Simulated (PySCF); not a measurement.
A structure optimised at PBE-D3(BJ)/def2-TZVP, used in a PySCF frequency run:

```xyz
4

Ta    -0.1881     0.0375     0.0000
O      0.6322     1.5221     0.0000
F      0.4817    -0.8284     1.4679
F      0.4817    -0.8284    -1.4679
```
Charge +1, spin multiplicity 1.

Q: Write its SMILES, formula and point group.

A: [O]=[Ta+]([F])[F], F₂OTa, Cs

Q: What are its rotational constants (standard atomic weights)?

A: 5.9545, 4.8912, 3.4782 GHz
